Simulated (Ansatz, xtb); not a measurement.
Relative energy of two isomers of C5H3NO2S

Structure a is `O=Cc1cc(=O)cns1`, a singlet and structure b is `O=Cc1cc(=O)ncs1`, a singlet. Both are isolated molecules in the gas phase, relaxed with B3LYP/def2-SVP; the shapes shown needn't be the lowest conformers.

a (Å):

```xyz
12

C     0.1346   -1.0054   -0.7656
C     0.4148   -0.2254    0.4735
C     0.7066   -0.8422    1.6508
C     0.9912   -0.1319    2.9040
C     0.9475    1.3545    2.8370
N     0.6905    2.0969    1.8154
O    -0.1270   -0.4935   -1.8257
O     1.2506   -0.7078    3.9505
S     0.3393    1.5125    0.2932
H     0.1870   -2.1151   -0.6312
H     0.7382   -1.9362    1.6971
H     1.1634    1.8685    3.7849
```

b (Å):

```xyz
12

C     0.8910   -1.3440   -0.5239
C     0.8207   -0.4537    0.6693
C    -0.2649   -0.4414    1.4784
C    -0.4368    0.4002    2.6838
C     1.7001    1.3881    2.3882
N     0.6121    1.2784    3.0425
O     1.8373   -1.3863   -1.2692
O    -1.4485    0.3421    3.3497
S     2.2348    0.5519    0.9259
H    -0.0189   -1.9772   -0.6714
H    -1.1084   -1.1003    1.2499
H     2.4683    2.0965    2.7348
```

Quicker runs give these differences E(b) − E(a): GFN2-xTB −5.2 kcal/mol; HF/STO-3G −11.6 kcal/mol (at GFN2-xTB geometries); r2SCAN-D4/def2-SVP −10.9 kcal/mol (at GFN2-xTB geometries).

Question: Estimate E(b) − E(a) at the level CCSD(T)/def2-SVP + ΔMP2/def2-TZVPP.

Answer: Calculated at CCSD(T)/def2-SVP + ΔMP2/def2-TZVPP: E(b) − E(a) = −7.9 kcal/mol, so structure b lies lower.

The same difference at several levels:

| level | geometry | E(b) − E(a) (kcal/mol) | departure from the last row (kcal/mol) | job, with rough time for the two |
| --- | --- | --- | --- | --- |
| GFN2-xTB | GFN2-xTB | −5.2 | +2.7 | optimisation, 0.16 s |
| HF/STO-3G | GFN2-xTB | −11.6 | −3.6 | single point, 0.6 s |
| r2SCAN-D4/def2-SVP | GFN2-xTB | −10.9 | −3.0 | single point, 4.4 s |
| B3LYP/def2-SVP | B3LYP/def2-SVP | −9.9 | −1.9 | optimisation, 38 s |
| HF/def2-SVP | B3LYP/def2-SVP | −13.3 | −5.3 | part of the CCSD(T) run |
| MP2/def2-SVP | B3LYP/def2-SVP | −10.5 | −2.6 | part of the CCSD(T) run |
| CCSD(T)/def2-SVP | B3LYP/def2-SVP | −10.7 | −2.8 | single point |
| CCSD(T)/def2-SVP + ΔMP2/def2-TZVPP | B3LYP/def2-SVP | −7.9 |  | single point, 1.8 min |

As drawn, b has 1 C–N, 1 C–S in place of 1 C–C, 1 N–S.

The levels shown agree on the order. The largest departure from CCSD(T)/def2-SVP + ΔMP2/def2-TZVPP is that of HF/def2-SVP, 5.3 kcal/mol. The last row adds to CCSD(T) the change of the MP2 difference between the two basis sets, here +2.8 kcal/mol.

With thermal terms from frequencies at re-optimised GFN2-xTB minima (ideal gas, soft modes damped towards free rotors, one conformer each, 298.15 K, 1 atm): on the last row, ΔE + ΔZPE = −7.9, ΔH = −7.8, ΔG = −8.0 kcal/mol.

The correlated steps freeze 13 core orbitals. Codes used: Ansatz 0.2.0, xtb 6.7.1; the last row on 4 threads of Arm Neoverse V1 on a shared host.
